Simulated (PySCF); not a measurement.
Species: C2H7NSi3.
Numbering: `[N:1]#[C:2][Si@H:3]1[CH2:4][SiH2:5][SiH2:6]1` (hydrogens: H7 on Si3; H8, H9 on C4; H10, H11 on Si5; H12, H13 on Si6)

Structure used (PBE0-D3(BJ)/def2-SVP), in Å, numbered top down from 1:
```xyz
13
C2H7NSi3 angstrom
N     -2.5935    1.0558   -1.8472
C     -2.0294    0.7669   -0.8751
Si    -1.0630    0.3170    0.6510
C     -0.2447   -1.3602    0.3231
Si     1.2572   -0.7079   -0.6666
Si     1.0364    1.3637    0.4504
H     -1.9937    0.4367    1.8095
H     -0.8672   -2.1308   -0.1558
H      0.1214   -1.7550    1.2877
H      0.9158   -0.5622   -2.1130
H      2.5087   -1.5103   -0.5184
H      1.1689    2.6762   -0.2428
H      1.7590    1.3752    1.7610
```

Computed, not measured: PBE0-D3(BJ)/def2-SVP geometry optimisation, gas phase (PySCF 2.14.0).

Masses are those of the commonest isotopes; rigid-rotor values at the optimised geometry. The values belong to one conformer with, in the numbering `[N:1]#[C:2][Si@H:3]1[CH2:4][SiH2:5][SiH2:6]1`, C2–Si3–C4–Si5 82°, Si3–C4–Si5–Si6 25°, C4–Si5–Si6–Si3 -21°, C2–Si3–Si6–Si5 -87°.

Question: Give the principal moments of inertia and the rotational constants in MHz.

Answer: Ia = 200.36, Ib = 363.91, Ic = 405.33 u·Å²; 505379 MHz·u·Å²/I gives A = 2522, B = 1389, C = 1247 MHz.

Question: Classify the top.

Answer: An asymmetric top: κ = (2 × 1389 − 2522 − 1247)/(2522 − 1247) = -0.78.

Question: What does the inertial defect say?

Answer: Not planar: Δ = Ic − Ia − Ib = -158.94 u·Å². For a rigid frame Δ = −2 Σ m c², so Σ m c² = 79.47 u·Å² lies off the ab plane: 15.49 from hydrogen and 63.98 from heavier atoms. The atom farthest from that plane is 2.24 Å away.

Question: Where do the levels up to J = 3 lie, in MHz?

Answer: Above 0(0,0):
J = 1: 1(0,1) 2636, 1(1,1) 3769, 1(1,0) 3911
J = 2: 2(0,2) 7894, 2(1,2) 8899, 2(1,1) 9324, 2(2,1) 12725, 2(2,0) 12738
J = 3: 3(0,3) 15752, 3(1,3) 16585, 3(1,2) 17436, 3(2,2) 20632, 3(2,1) 20694, 3(3,1) 26662, 3(3,0) 26663

Question: Which types of transition are allowed, and where do some lines up to J = 5 fall?

Answer: The dipole components are |μa| = 3.15 D, |μb| = 0.08 D, |μc| = 2.18 D. The squared components, which scale the intensities, stand as 1.00 : 0.00 : 0.48 (a : b : c). Some of the stronger lines:

```tsv
type	branch	J(Ka,Kc)	MHz	lower level (cm⁻¹)
a	Q	2(1,1) ← 2(1,2)	426	0.297
c	Q	5(1,5) ← 5(0,5)	469	1.305
a	Q	3(1,2) ← 3(1,3)	851	0.553
c	Q	2(1,2) ← 2(0,2)	1004	0.263
c	Q	3(2,2) ← 3(1,2)	3196	0.582
a	R	2(0,2) ← 1(0,1)	5259	0.088
c	Q	4(3,2) ← 4(2,2)	5882	1.046
a	R	3(0,3) ← 2(0,2)	7857	0.263
a	R	3(2,2) ← 2(2,1)	7907	0.424
a	R	3(2,1) ← 2(2,0)	7956	0.425
a	R	3(1,2) ← 2(1,1)	8111	0.311
c	R	2(2,1) ← 1(1,1)	8956	0.126
c	R	3(1,2) ← 2(0,2)	9541	0.263
a	R	4(2,2) ← 3(2,1)	10652	0.690
a	R	5(4,2) ← 4(4,1)	13206	1.522
a	R	5(2,3) ← 4(2,2)	13375	1.046
c	R	3(3,1) ← 2(2,1)	13937	0.424
c	R	5(1,4) ← 4(0,4)	15531	0.873
c	R	5(2,3) ← 4(1,3)	16487	0.942
c	R	4(3,2) ← 3(2,2)	16596	0.688
c	R	4(4,0) ← 3(3,0)	18976	0.889
c	R	4(4,1) ← 3(3,1)	18977	0.889
c	R	5(3,2) ← 4(2,2)	19115	1.046
c	R	5(3,3) ← 4(2,3)	19277	1.040
c	R	5(4,1) ← 4(3,1)	21612	1.242
c	R	5(4,2) ← 4(3,2)	21617	1.242
```

Question: Estimate the classical rotational partition function at 50 K, 100 K and 200 K.

Answer: Point group C1, symmetry number σ = 1; q = (√π/σ)·√((kT/h)³/(ABC)), k/h = 20836.6 MHz/K: 28500 at 50 K, 80700 at 100 K, 228000 at 200 K.

PBE0-D3(BJ)/def2-SVP frequencies: not computed here. Zero-point vibration and centrifugal distortion are left out. Quadrupole hyperfine structure (14N) is left out.
